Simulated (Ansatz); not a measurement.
```yaml
crystal:
  periodic: [false, false, false]
  atoms:
    - {symbol: Zr, position_ang: [0.381780, -0.228279, 1.339781]}
    - {symbol: S, position_ang: [0.205591, -0.816118, -0.941375]}
    - {symbol: S, position_ang: [-0.587371, 1.044397, -0.398407]}
basis:
  gaussian: {orbitals: def2-mTZVP}
hamiltonian: {xc: {name: BHLYP}, dispersion: d4}
```

```sh
$ ansatz run in.yaml --threads 4 --pin off --events-out ev --progress --plain --max-ram 3916MiB
```

Output, abridged:

```
Functional definition: BHLYP
773 factors; integrals over basis functions are off by at most 1.1e-3 eV
mean field evaluation 1: about -22945.5743 eV, gradient 2.3e1 eV
mean field evaluation 2: about -22933.7858 eV, gradient 7.3e1 eV
mean field evaluation 4: about -22947.5130 eV, gradient 2.8e0 eV
mean field evaluation 8: about -22947.7787 eV, gradient 4.2e-1 eV
mean field evaluation 16: about -22947.7806 eV, gradient 7.5e-3 eV
mean field -22947.78062696 eV, -843.3153834764 hartree, gradient 3.1e-5 eV, S^2 0.000000; 0 other end points of the search recorded, 0 dependent functions left out
reference -22947.78076484 eV, -843.3153885436 hartree; 22, 22 occupied and 55, 55 virtual orbitals, 773 factors
Total energy: -22948.00240367 eV, -843.3235336201 hartree
```

Run time 1.1 s (4 threads of Arm Neoverse V2 on a shared host).

In the def2 sets Zr takes a core potential; there is no spin–orbit coupling. The restricted singlet is unstable towards broken spin symmetry at other levels; at RKS BHLYP-D4/def2-mTZVP this wasn't settled.
